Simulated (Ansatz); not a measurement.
`OB[Si](F)(F)Cl`, 8 atoms. Total charge 0; spin multiplicity 1. All runs use 4 threads of a server CPU on a shared host. Correlated methods freeze the cores.

**Question.** How many basis functions does each run have, and how long does it take in Ansatz? RKS PBE0-D4/def2-SVP energy; RKS ωB97M-V/def2-SVP energy; RKS PBE0-D4/def2-TZVP relaxation (12 steps); RHF-CCSD(T)/def2-SVP energy; RKS PBE0-D4/def2-QZVPP energy; direct RPA on PBE orbitals/def2-TZVPP energy; RHF-MP2/def2-QZVPP energy; RKS ωB97M-V/def2-QZVPP energy; RKS SPW92 (LDA)/def2-TZVPP energy; RHF-CCSD(T)/def2-TZVPP energy; RKS PBE0-D4/def2-TZVP frequencies; RKS PBE-D4/def2-TZVPP energy and forces. (An estimate is asked.)

**Answer.** The calculation gave: Other jobs shared the machine, so times are rough.

| level | job | functions | wall time | peak host memory (GiB) |
| --- | --- | --- | --- | --- |
| RKS PBE0-D4/def2-SVP | energy | 102 | 1 s | 0.2 |
| RKS SPW92 (LDA)/def2-TZVPP | energy | 236 | 1.1 s | 0.3 |
| RKS PBE-D4/def2-TZVPP | energy and forces | 236 | 2.2 s | 0.31 |
| direct RPA on PBE orbitals/def2-TZVPP | energy | 236 | 4.3 s | 0.52 |
| RKS ωB97M-V/def2-SVP | energy | 102 | 4.4 s | 0.3 |
| RHF-CCSD(T)/def2-SVP | energy | 102 | 4.6 s | 0.43 |
| RKS PBE0-D4/def2-QZVPP | energy | 428 | 7 s | 1.5 |
| RHF-MP2/def2-QZVPP | energy | 428 | 16 s | 2.2 |
| RKS ωB97M-V/def2-QZVPP | energy | 428 | 17 s | 1.8 |
| RKS PBE0-D4/def2-TZVP | relaxation (12 steps) | 210 | 45 s | 0.57 |
| RKS PBE0-D4/def2-TZVP | frequencies | 210 | 110 s | 0.58 |
| RHF-CCSD(T)/def2-TZVPP | energy | 236 | 2.5 min | 4.5 |
